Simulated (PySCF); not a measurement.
# Two-component Hartree-Fock for Bi⁸⁰⁺ (bismuth, charge +80)

Start: [He] 2s1; 2s1/2 filled at m_j = +1/2. Calculated with PySCF 2.14 in an uncontracted even-tempered set (16 s from 74 bohr⁻², ratio 2.4; 13 p from 97 bohr⁻², ratio 2.4; 5 d from 300 bohr⁻², ratio 2.6; 4 f from 450 bohr⁻², ratio 2.6): generalised Hartree-Fock with the X2C-1e Hamiltonian and a Gaussian nucleus; one run each with spin-orbit coupling (SO) switched off, then screened by Boettger's factors.

```csv
spinor shell,electrons,"ε, spin-free (eV)","ε, screened SO (eV)",weight of nominal j (screened SO),"rms radius, screened SO (bohr)"
1s1/2,2,-102001.9,-102001.9,1.000,0.0177
2s1/2,1,-25696.7,-25696.7,1.000,0.0686
```

```tsv
quantity	spin-free	screened SO
E (hartree)	-8546.21206	-8546.21206
M_J	1/2	1/2
⟨J²⟩	0.750	0.750
⟨L²⟩	0.000	0.000
⟨S²⟩	0.750	0.750
```

Each row is a mean over spinors that exchange with the open shell spreads, by up to 87.039 eV (1s1/2).

Breit and QED terms are absent; they matter most for the inner s and p1/2 levels.

Densities and radii are taken from the X2C orbitals without a picture-change correction, which distorts them close to the nucleus.

Without spin-orbit coupling the j labels of p, d and f shells carry no meaning; the spin-free column gives the mean over the occupied spinors of each nl shell.
